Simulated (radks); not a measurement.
Valence configurations of Ne IV (all share [He]). Calculated with a radial shooting solver on a logarithmic mesh with Libxc functionals: non-relativistic Kohn-Sham, LDA (Slater exchange, Perdew-Wang correlation), spin-unpolarised, spherical densities, point nucleus. Energies are relative to 2s2 2p3; eigenvalues in eV.

valence      E (eV)    e(2p)    e(2s)
2s2 2p3       0.000  -80.633  -102.67
2s1 2p4      22.144  -79.873  -102.12
2p5          44.489  -79.186        -
2s1.5 2p3.5  11.046  -80.243  -102.39
2s0.5 2p4.5  33.292  -79.520  -101.87

NIST lists [He] 2s2 2p3 as the ground configuration; this level of theory agrees among the configurations tried. The energies are those of spherical spin-averaged densities, not of single terms.
